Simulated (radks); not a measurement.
Removal energies from the copper ion Cu3+, [Ar] 3d(3/2: 4, 5/2: 4), by Delta-SCF beside the eigenvalue of the level emptied. Calculated with a radial shooting solver on a logarithmic mesh with Libxc functionals: Dirac Kohn-Sham, BLYP, spin-unpolarised, spherical densities, finite nucleus; Fermi nuclear charge, rms radius of each element as measured or else 0.836 A^(1/3) + 0.57 fm. Sub-shells are occupied by j as written (lower j first in brackets).

| removed from | final configuration | Delta-SCF (eV) | -eigenvalue (eV) |
|---|---|---|---|
| 3d5/2 | [Ar] 3d(3/2: 4, 5/2: 3) | 59.511 | 48.741 |
| 3d3/2 | [Ar] 3d(3/2: 3, 5/2: 4) | 59.871 | 49.070 |
| 3p3/2 | [Ne] 3s2 3p(1/2: 2, 3/2: 3) 3d(3/2: 4, 5/2: 4) | 128.41 | 116.76 |
| 3p1/2 | [Ne] 3s2 3p(1/2: 1, 3/2: 4) 3d(3/2: 4, 5/2: 4) | 131.15 | 119.42 |
